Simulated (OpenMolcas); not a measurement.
Multiconfigurational calculation on Tc

Input:

```
&GATEWAY
Coord
1

Tc 0.0 0.0 0.0
Basis=ANO-RCC-VQZP
Group=XYZ
NoMove
AngMom=0.0 0.0 0.0
AMFI
&SEWARD
* reference wave functions (RASSCF and RASSI steps not shown): 7 electrons in 11 orbitals (4d 5s 5d)
>>> COPY JOB001 $Project.JobIph
&CASPT2
Multistate=6 1 2 3 4 5 6
Frozen=8 6
IPEA=0.25
Imaginary=0.1
MaxIter=60
WThr=0.0 0.3 0.05
PrWF=0.5
NoMix
>>> COPY JOB002 $Project.JobIph
&CASPT2
Multistate=35 1 2 3 4 5 6 7 8 9 10 11 12 13 14 15 16 17 18 19 20 21 22
23 24 25 26 27 28 29 30 31 32 33 34 35
Frozen=8 6
IPEA=0.25
Imaginary=0.1
MaxIter=60
WThr=0.0 0.3 0.05
PrWF=0.5
NoMix
```

Output, cut to the results:

```
--- CASPT2 ---
Orbital specifications:
      -----------------------

      Symmetry species                           1   2
                                                ag  au
      Frozen orbitals                            8   6
      Inactive orbitals                          1   3
      Active orbitals                           11   0
      Secondary orbitals                        31  44
      Deleted orbitals                           0   0
      Number of basis functions                 51  53
Type of calculation                        MS-CASPT2
      Fock operator                              state-specific
      IPEA shift                                 0.25
      Real shift                                 0.00
      Imaginary shift                            0.10
      The input orbitals will be transformed to quasi-canonical
Reference energy:       -4282.4940997428
      E2 (Non-variational):      -0.4887169468
      Shift correction:          -0.0009126561
      E2 (Variational):          -0.4896296030
      Total energy:           -4282.9837293458
      Residual norm:              0.0000005020
      Reference weight:           0.87968
      Contributions to the CASPT2 correlation energy
      Active & Virtual Only:         -0.1276497886
      One Inactive Excited:          -0.2257465901
      Two Inactive Excited:          -0.1353205682
Reference energy:       -4282.4886178889
      E2 (Non-variational):      -0.4743449337
      Shift correction:          -0.0003794184
      E2 (Variational):          -0.4747243521
      Total energy:           -4282.9633422411
      Residual norm:              0.0000004686
      Reference weight:           0.90667
      Contributions to the CASPT2 correlation energy
      Active & Virtual Only:         -0.1180872996
      One Inactive Excited:          -0.2248770607
      Two Inactive Excited:          -0.1313805734
::    CASPT2 Root  1     Total energy:  -4282.98372935
::    CASPT2 Root  2     Total energy:  -4282.96334224
::    CASPT2 Root  3     Total energy:  -4282.96328147
::    CASPT2 Root  4     Total energy:  -4282.96326097
::    CASPT2 Root  5     Total energy:  -4282.96328078
::    CASPT2 Root  6     Total energy:  -4282.96326742
::    MS-CASPT2 Root  1     Total energy:  -4282.98373203
::    MS-CASPT2 Root  2     Total energy:  -4282.96334886
::    MS-CASPT2 Root  3     Total energy:  -4282.96329298
::    MS-CASPT2 Root  4     Total energy:  -4282.96327702
::    MS-CASPT2 Root  5     Total energy:  -4282.96325749
::    MS-CASPT2 Root  6     Total energy:  -4282.96325382
--- CASPT2 ---
Orbital specifications:
      -----------------------

      Symmetry species                           1   2
                                                ag  au
      Frozen orbitals                            8   6
      Inactive orbitals                          1   3
      Active orbitals                           11   0
      Secondary orbitals                        31  44
      Deleted orbitals                           0   0
      Number of basis functions                 51  53
Type of calculation                        MS-CASPT2
      Fock operator                              state-specific
      IPEA shift                                 0.25
      Real shift                                 0.00
      Imaginary shift                            0.10
      The input orbitals will be transformed to quasi-canonical
Reference energy:       -4282.4361243877
      E2 (Non-variational):      -0.4947933283
      Shift correction:          -0.0011886144
      E2 (Variational):          -0.4959819427
      Total energy:           -4282.9321063304
      Residual norm:              0.0000004655
      Reference weight:           0.88279
      Contributions to the CASPT2 correlation energy
      Active & Virtual Only:         -0.1396284184
      One Inactive Excited:          -0.2235924843
      Two Inactive Excited:          -0.1315724256
Reference energy:       -4282.4361243857
      E2 (Non-variational):      -0.4948367152
      Shift correction:          -0.0012034278
      E2 (Variational):          -0.4960401430
      Total energy:           -4282.9321645287
      Residual norm:              0.0000004866
      Reference weight:           0.88247
      Contributions to the CASPT2 correlation energy
      Active & Virtual Only:         -0.1397042267
      One Inactive Excited:          -0.2235559847
      Two Inactive Excited:          -0.1315765037
::    CASPT2 Root  1     Total energy:  -4282.93210633
::    CASPT2 Root  2     Total energy:  -4282.93216453
::    CASPT2 Root  3     Total energy:  -4282.93208875
::    CASPT2 Root  4     Total energy:  -4282.93215765
::    CASPT2 Root  5     Total energy:  -4282.93215723
::    CASPT2 Root  6     Total energy:  -4282.91211129
::    CASPT2 Root  7     Total energy:  -4282.91210467
::    CASPT2 Root  8     Total energy:  -4282.91214287
::    CASPT2 Root  9     Total energy:  -4282.90333860
::    CASPT2 Root 10     Total energy:  -4282.90399239
::    CASPT2 Root 11     Total energy:  -4282.90367300
::    CASPT2 Root 12     Total energy:  -4282.90384682
::    CASPT2 Root 13     Total energy:  -4282.90349073
::    CASPT2 Root 14     Total energy:  -4282.90345196
::    CASPT2 Root 15     Total energy:  -4282.90335023
::    CASPT2 Root 16     Total energy:  -4282.89908028
::    CASPT2 Root 17     Total energy:  -4282.89913505
::    CASPT2 Root 18     Total energy:  -4282.89893439
::    CASPT2 Root 19     Total energy:  -4282.89880731
::    CASPT2 Root 20     Total energy:  -4282.89896187
::    CASPT2 Root 21     Total energy:  -4282.89899076
::    CASPT2 Root 22     Total energy:  -4282.89902716
::    CASPT2 Root 23     Total energy:  -4282.89927978
::    CASPT2 Root 24     Total energy:  -4282.89904522
::    CASPT2 Root 25     Total energy:  -4282.89909132
::    CASPT2 Root 26     Total energy:  -4282.89890925
::    CASPT2 Root 27     Total energy:  -4282.89985541
...
```

Levels above the lowest, from the spin-orbit matrix with the single-state CASPT2 energies, averaged by term, on its diagonal:

```csv
Configuration,Term,J,E (cm⁻¹),Measured (cm⁻¹),g,Term weight %,Second
4d⁵ 5s²,⁶S,5/2,0.0,0.0,2.001,100,
4d⁶ 5s,⁶D,9/2,3750,2573,1.555,99,
4d⁶ 5s,⁶D,7/2,4430,3251,1.588,100,
4d⁶ 5s,⁶D,5/2,4890,3701,1.658,99,
4d⁶ 5s,⁶D,3/2,5200,4003,1.867,99,
4d⁶ 5s,⁶D,1/2,5380,4179,3.332,99,
4d⁶ 5s,⁴D,7/2,10790,10517,1.429,100,
4d⁶ 5s,⁴D,5/2,11360,11063,1.376,98,2 ⁴P
4d⁶ 5s,⁴D,3/2,11870,11579,1.205,99,
4d⁶ 5s,⁴D,1/2,12200,11891,0.006,100,
4d⁶ 5s,⁴P,5/2,15230,,1.598,97,2 ⁴D
4d⁶ 5s,⁴P,3/2,16380,,1.730,98,
4d⁶ 5s,⁴P,1/2,17080,,2.670,99,
4d⁶ 5s,⁴F,9/2,17220,,1.312,87,11 ⁴G
4d⁶ 5s,⁴F,7/2,17550,,1.196,84,14 ⁴G
4d⁶ 5s,⁴G,11/2,17790,,1.227,67,33 ⁴H
4d⁶ 5s,⁴F,5/2,17880,,0.983,89,10 ⁴G
4d⁶ 5s,⁴G,9/2,18070,,1.126,56,32 ⁴H
4d⁶ 5s,⁴F,3/2,18160,,0.400,100,
4d⁶ 5s,⁴H,13/2,18280,,1.231,100,
4d⁶ 5s,⁴G,7/2,18380,,0.938,59,26 ⁴H
```

Against the 9 measured excited levels shown (NIST Handbook of Basic Atomic Spectroscopic Data) the mean absolute deviation is 790 cm-1; the largest miss in energy is 4d⁶ 5s ⁶D_1/2: computed 5380, measured 4179 cm⁻¹ (+28.7 %), and the largest in proportion 4d⁶ 5s ⁶D_9/2 (+45.9 %).

CASPT2 does not keep the components of a term degenerate, so their means are used; among the terms shown or strongly mixed into the levels shown the widest spread is 150 cm-1 (4d⁶ 5s ⁴G). Some high roots are left out of the spin-orbit mixing, which shifts the levels that they would mix with. Terms from blocks run as CI alone lack orbitals of their own. Active for correlation alone: 5d; no level in the range computed is led by a configuration that fills it, so any true level of that kind is missing. Measured partners are found by configuration, term and J. A level has none where our copy of the source lacks it or the pairing is in doubt (some pairs that miss far off the trend of their configuration count as doubtful), and it then counts in no deviation. Levels of configurations outside the active space are missing. The first state left out of the spin-orbit step lies near 23000 cm-1 above the lowest spin-free state of the reference (among the parities and spins computed), and the list stops at four fifths of that energy or lower.

The term weight is that of the spin-free term in the level, not the purity of its configuration.
